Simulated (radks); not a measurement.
Fractional charge and spin in the 2s shell of boron: the spin-up occupation runs from 0 to 1 and the spin-down occupation from 0 to 1; the fullest corner is B, [He] 2p(up 0.5, down 0.5) 2s(up 1, down 1). Calculated with a radial shooting solver on a logarithmic mesh with Libxc functionals: non-relativistic Kohn-Sham, TPSS, spin-polarised, spherical densities, point nucleus; meta-GGA in the generalised Kohn-Sham scheme. Energy (eV) above the fullest corner. The planes named below are the two flat planes that join the four corners, with an edge along up + down = one added electron.

| down \ up | 0 | 0.25 | 0.5 | 0.75 | 1 |
|---|---|---|---|---|---|
| 0 | 39.865 | 32.436 | 25.619 | 19.444 | 13.917 |
| 0.25 | 32.436 | 25.824 | 19.809 | 14.415 | 9.642 |
| 0.5 | 25.619 | 19.809 | 14.576 | 9.938 | 5.894 |
| 0.75 | 19.444 | 14.415 | 9.938 | 6.029 | 2.683 |
| 1 | 13.917 | 9.642 | 5.894 | 2.683 | 0.000 |

Corners above the fullest one (they belong to B+ and the next ion): (up 1, down 0) 13.917 eV, (up 0, down 1) 13.917 eV, (up 0, down 0) 39.865 eV. With half an added electron in each spin the energy lies 0.660 eV from the planes, and with half an added electron in spin up alone -1.271 eV. The planes are only a guide here: the flat-plane condition holds for ground states with one frontier orbital, while this shell lies below other occupied shells, so the corners above the fullest one are inner-hole states and not the ground states of those ions.
